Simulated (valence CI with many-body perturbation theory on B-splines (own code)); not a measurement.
# Pr XLVII: calculated level list

Method: configuration interaction combined with many-body perturbation theory (CI+MBPT): three valence electrons over a frozen Dirac-Fock core [Ne], radial functions for each j: 11 s, 11 p, 10 d, 8 f, 5 g, 2 h, with the one-electron correlation potential Σ1, the two-electron term Σ2, the three-electron term Σ3, Breit, model QED; selected CI, second order for the rest, scaled by the run's own slope (own B-spline code, finite nucleus).

The last digits are not significant, and no measured levels were compared; by estimate large intervals hold to a few tenths of a per cent, small ones and those within an open d or f shell to about a per cent.

Levels 136 to 158 of 158, with energies above the lowest level, (3s^2 3p1/2) J=1/2. "Leading %" is the weight of the configuration and term that name the level; weights of strongly mixed levels are sums over their largest components and can fall short. In the jj column 3d3/2^4 stands for four electrons in 3d with j = 3/2. Lifetimes count E1, E2, E3, M1 and M2 decay at the calculated energies, and are blank where another channel may lead or the interval is too uncertain; long ones can be off by a factor of two.

```
No.  Configuration  Term     J  E (eV)  Leading %  Lifetime      g             Leading jj
136            3d³    ⁴P   5/2  1151.0         62   1.21 ps  1.392   3d3/2^2 3d5/2 (75 %)
137            3d³    ⁴F   7/2  1153.5         50   1.72 ps  1.065   3d3/2 3d5/2^2 (93 %)
138            3d³    ⁴F   9/2  1155.7         54   1.94 ps  1.135   3d3/2 3d5/2^2 (93 %)
139            3d³    ²D   3/2  1162.3         41   1.56 ps  1.142   3d3/2 3d5/2^2 (98 %)
140            3d³    ²H  11/2  1163.2        100   2.37 ps  1.083  3d3/2 3d5/2^2 (100 %)
141            3d³    ²P   1/2  1165.1         63   1.49 ps  1.388   3d3/2 3d5/2^2 (98 %)
142            3d³    ²D   5/2  1168.0         62   1.47 ps  1.164   3d3/2 3d5/2^2 (74 %)
143            3d³    ²F   5/2  1171.9         46   1.72 ps  1.096   3d3/2 3d5/2^2 (94 %)
144            3d³    ²F   7/2  1173.5         87   1.82 ps  1.106   3d3/2 3d5/2^2 (95 %)
145            3d³    ²G   9/2  1184.8         55   3.06 ps  1.133         3d5/2^3 (95 %)
146            3d³    ²D   3/2  1187.4         46   1.79 ps  1.076   3d3/2 3d5/2^2 (61 %)
147            3d³    ²D   3/2  1201.8         76   2.12 ps  0.940         3d5/2^3 (62 %)
148            3d³    ²D   5/2  1209.0         67   2.25 ps  1.154         3d5/2^3 (88 %)
149          3s²4s    ²S   1/2  1709.1         98   49.1 fs  1.997         3s^2 4s (98 %)
150          3s²4p   ²P°   1/2  1762.1         98    202 fs  0.665      3s^2 4p1/2 (98 %)
151          3s²4p   ²P°   3/2  1808.0         69    121 fs  1.395      3s^2 4p3/2 (69 %)
152         3s3p4s   ⁴P°   1/2  1809.5         87   60.3 fs  2.406     3s 3p1/2 4s (99 %)
153         3s3p4s   ⁴P°   3/2  1823.3         50   71.4 fs  1.528     3s 3p1/2 4s (68 %)
154         3s3p4s   ²P°   1/2  1827.1         94   67.7 fs  0.766     3s 3p1/2 4s (98 %)
155         3s3p4p    ⁴D   1/2  1858.6         71   93.3 fs  0.275  3s 3p1/2 4p1/2 (99 %)
156         3s3p4p    ⁴D   3/2  1865.0         32   27.1 fs  1.043  3s 3p1/2 4p1/2 (74 %)
157          3s²4d    ²D   3/2  1876.9         73   56.3 fs  0.902      3s^2 4d3/2 (73 %)
158         3s3p4p    ⁴P   1/2  1878.6         53   93.9 fs  2.046  3s 3p1/2 4p1/2 (97 %)
```
